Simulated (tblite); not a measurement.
Compound: C6H13AlClN.
Numbering: `[CH:1]#[N+:2][Al@@H-:3]([Cl:4])[CH2:5][C:6]([CH3:7])([CH3:8])[CH3:9]` (hydrogens: H10 on C1; H11 on Al3; H12, H13 on C5; H14, H15, H16 on C7; H17, H18, H19 on C8; H20, H21, H22 on C9)
Bond orders are those of one Lewis drawing.

Computed with GFN2-xTB (tblite), gas phase: L-BFGS steps from a force-field or distance-geometry start until the largest atomic force falls under 0.01 eV/Å.

Step 10: E = -763.2620 eV
```
atom  x, y, z in Å  |  force x, y, z in eV/Å
C1      3.5600    1.2821   -0.3369   -0.072  -0.173   0.018
N2      2.9396    0.3298   -0.2338   -0.051  -0.054  -0.021
Al3     1.7813   -1.3871    0.0188    0.067   0.088  -0.061
Cl4     3.0595   -2.5215    1.1597   -0.057   0.119  -0.116
C5      0.1825   -0.6557    0.9923    0.080  -0.136  -0.056
C6     -0.9413    0.0612    0.2361    0.055  -0.069   0.017
C7     -0.4186    1.3864   -0.3249   -0.070  -0.185   0.060
C8     -2.1006    0.3341    1.2010    0.149   0.008  -0.098
C9     -1.4419   -0.8106   -0.9189    0.086   0.102   0.174
H10     4.1368    2.1646   -0.4395   -0.016   0.002   0.016
H11     1.7349   -1.7519   -1.4919    0.107   0.086   0.126
H12    -0.2390   -1.5929    1.4101   -0.032   0.092   0.073
H13     0.4362   -0.0556    1.8825    0.036  -0.072  -0.077
H14     0.3528    1.1815   -1.0672   -0.014   0.053   0.014
H15     0.0111    1.9834    0.4767   -0.004   0.070  -0.048
H16    -1.2320    1.9417   -0.7888    0.089   0.046  -0.028
H17    -2.9037    0.8480    0.6838   -0.146   0.066   0.022
H18    -1.7597    0.9527    2.0283   -0.072   0.012   0.034
H19    -2.4797   -0.6042    1.5954   -0.073  -0.001   0.062
H20    -0.6422   -0.9600   -1.6428   -0.037  -0.022   0.032
H21    -1.7622   -1.7819   -0.5460   -0.007   0.022  -0.045
H22    -2.2843   -0.3248   -1.4051   -0.019  -0.054  -0.099
```

Step 11: E = -763.2700 eV
```
atom  x, y, z in Å  |  force x, y, z in eV/Å
C1      3.5549    1.2719   -0.3368   -0.022  -0.091   0.014
N2      2.9354    0.3190   -0.2356   -0.057  -0.053  -0.023
Al3     1.7917   -1.3801    0.0114   -0.116   0.069  -0.065
Cl4     3.0640   -2.5116    1.1541   -0.008   0.078  -0.077
C5      0.1798   -0.6604    0.9950    0.100  -0.082  -0.080
C6     -0.9432    0.0616    0.2386    0.098  -0.078   0.023
C7     -0.4198    1.3837   -0.3239   -0.025  -0.110   0.054
C8     -2.1019    0.3360    1.2010    0.080  -0.010  -0.066
C9     -1.4403   -0.8086   -0.9150    0.031   0.060   0.093
H10     4.1304    2.1566   -0.4359   -0.028  -0.022   0.015
H11     1.7538   -1.7475   -1.5052    0.095   0.111   0.181
H12    -0.2510   -1.5919    1.4172    0.026   0.115   0.057
H13     0.4357   -0.0510    1.8806    0.040  -0.129  -0.102
H14     0.3525    1.1778   -1.0646   -0.003   0.044   0.006
H15     0.0098    1.9845    0.4750    0.002   0.061  -0.033
H16    -1.2287    1.9428   -0.7911    0.067   0.025  -0.026
H17    -2.9078    0.8501    0.6853   -0.103   0.043   0.029
H18    -1.7629    0.9532    2.0292   -0.059   0.031   0.045
H19    -2.4806   -0.6027    1.5967   -0.076   0.011   0.051
H20    -0.6387   -0.9584   -1.6368   -0.027  -0.028   0.026
H21    -1.7613   -1.7798   -0.5435   -0.012   0.005  -0.041
H22    -2.2822   -0.3256   -1.4069   -0.003  -0.053  -0.080
```

Step 12: E = -763.2764 eV
```
atom  x, y, z in Å  |  force x, y, z in eV/Å
C1      3.5508    1.2625   -0.3365    0.019  -0.014   0.008
N2      2.9312    0.3098   -0.2376   -0.058  -0.041  -0.023
Al3     1.7964   -1.3757    0.0047   -0.209   0.056  -0.052
Cl4     3.0673   -2.5014    1.1478    0.035   0.034  -0.036
C5      0.1796   -0.6650    0.9955    0.070  -0.025  -0.077
C6     -0.9429    0.0606    0.2412    0.078  -0.047   0.019
C7     -0.4211    1.3799   -0.3221    0.034   0.004   0.024
C8     -2.1021    0.3373    1.2002   -0.017  -0.016   0.000
C9     -1.4387   -0.8062   -0.9107   -0.028  -0.009  -0.018
H10     4.1248    2.1497   -0.4328   -0.042  -0.054   0.016
H11     1.7712   -1.7414   -1.5123    0.075   0.115   0.174
H12    -0.2597   -1.5887    1.4237    0.060   0.086   0.047
H13     0.4357   -0.0499    1.8772    0.068  -0.139  -0.094
H14     0.3519    1.1755   -1.0622    0.016   0.026  -0.005
H15     0.0086    1.9861    0.4728    0.007   0.046  -0.011
H16    -1.2247    1.9436   -0.7933    0.037  -0.006  -0.019
H17    -2.9124    0.8521    0.6873   -0.029   0.007   0.034
H18    -1.7666    0.9540    2.0304   -0.043   0.037   0.037
H19    -2.4825   -0.6009    1.5984   -0.065   0.028   0.032
H20    -0.6367   -0.9575   -1.6311   -0.003  -0.030   0.013
H21    -1.7607   -1.7776   -0.5423   -0.019  -0.016  -0.023
H22    -2.2801   -0.3273   -1.4094    0.016  -0.040  -0.048
```

Step 13: E = -763.2815 eV
```
atom  x, y, z in Å  |  force x, y, z in eV/Å
C1      3.5479    1.2549   -0.3361    0.032   0.024   0.004
N2      2.9273    0.3026   -0.2397   -0.055  -0.023  -0.019
Al3     1.7947   -1.3738   -0.0007   -0.192   0.041  -0.013
Cl4     3.0702   -2.4922    1.1417    0.052   0.008  -0.013
C5      0.1811   -0.6687    0.9938    0.002   0.017  -0.054
C6     -0.9416    0.0592    0.2434    0.013   0.004   0.003
C7     -0.4215    1.3768   -0.3203    0.074   0.094  -0.010
C8     -2.1020    0.3381    1.1996   -0.086  -0.010   0.061
C9     -1.4376   -0.8044   -0.9074   -0.061  -0.067  -0.099
H10     4.1201    2.1439   -0.4301   -0.042  -0.070   0.017
H11     1.7861   -1.7341   -1.5137    0.049   0.100   0.116
H12    -0.2646   -1.5839    1.4293    0.068   0.023   0.041
H13     0.4367   -0.0521    1.8729    0.109  -0.107  -0.062
H14     0.3516    1.1743   -1.0602    0.037   0.007  -0.014
H15     0.0079    1.9880    0.4708    0.012   0.032   0.013
H16    -1.2207    1.9439   -0.7951    0.007  -0.031  -0.010
H17    -2.9163    0.8537    0.6895    0.038  -0.024   0.030
H18    -1.7703    0.9552    2.0318   -0.027   0.032   0.022
H19    -2.4853   -0.5989    1.6002   -0.050   0.035   0.016
H20    -0.6354   -0.9576   -1.6264    0.023  -0.031  -0.005
H21    -1.7605   -1.7761   -0.5421   -0.026  -0.036  -0.003
H22    -2.2782   -0.3294   -1.4122    0.024  -0.020  -0.022
```

Q: Estimate the geometry and energy of step 14. (The exact step hangs on the optimiser's Hessian estimate; all steps are aligned on step 13, rigid shifts and turns removed.)

A: E = -763.2855 eV, largest force 0.156 eV/Å
```
atom  x, y, z in Å  |  force x, y, z in eV/Å
C1      3.5459    1.2489   -0.3355    0.017   0.020   0.002
N2      2.9237    0.2975   -0.2418   -0.050  -0.003  -0.013
Al3     1.7888   -1.3726   -0.0048   -0.101   0.015   0.041
Cl4     3.0730   -2.4847    1.1365    0.040   0.006  -0.011
C5      0.1825   -0.6713    0.9910   -0.072   0.041  -0.020
C6     -0.9405    0.0582    0.2449   -0.058   0.046  -0.019
C7     -0.4207    1.3756   -0.3190    0.076   0.116  -0.031
C8     -2.1027    0.3385    1.2000   -0.095   0.001   0.084
C9     -1.4376   -0.8041   -0.9061   -0.055  -0.084  -0.114
H10     4.1161    2.1388   -0.4279   -0.025  -0.059   0.015
H11     1.7982   -1.7263   -1.5117    0.022   0.078   0.035
H12    -0.2664   -1.5795    1.4341    0.057  -0.040   0.033
H13     0.4396   -0.0561    1.8684    0.144  -0.054  -0.025
H14     0.3521    1.1737   -1.0589    0.053  -0.004  -0.016
H15     0.0077    1.9903    0.4696    0.018   0.022   0.031
H16    -1.2174    1.9435   -0.7967   -0.014  -0.038  -0.007
H17    -2.9187    0.8545    0.6917    0.069  -0.034   0.018
H18    -1.7738    0.9567    2.0332   -0.014   0.023   0.010
H19    -2.4886   -0.5969    1.6021   -0.037   0.028   0.010
H20    -0.6341   -0.9583   -1.6231    0.039  -0.033  -0.019
H21    -1.7609   -1.7758   -0.5422   -0.031  -0.046   0.009
H22    -2.2765   -0.3313   -1.4150    0.017  -0.001  -0.012
```

The energy changes by -0.0041 eV. The first-order estimate −F·Δx gives -0.0057 eV and the mean of the old and new forces, exact on a quadratic surface, -0.0041 eV. The step makes an angle of 59° with the force vector and moves no atom by more than 0.015 Å.

The cost below is that of the whole relaxation. Hardware: an Arm Neoverse V2 with one thread, shared host with 192 logical CPUs at a one-minute load of 76. Cost: 1.3 s of wall time.
